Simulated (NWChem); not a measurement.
C2H4Si; SMILES [SiH3]C#C

Results from NWChem. The level has its own optimisation; frequencies are unscaled.

Question: What does the run give for PBE/def2-SVP? Quantities: r C–Si (Å); r H–Si (Å); r C–C (Å); r C–H (Å); highest harmonic frequency (cm⁻¹); lowest (cm⁻¹); zero-point energy (kcal/mol); dipole (D).

Answer: 
```
Property                           Value
---------------------------------  -----
r C–Si (Å)                         1.838
r H–Si (Å)                         1.502
r C–C (Å)                          1.229
r C–H (Å)                          1.083
highest harmonic frequency (cm⁻¹)   3391
lowest (cm⁻¹)                        232
zero-point energy (kcal/mol)        26.5
dipole (D)                          0.40
```
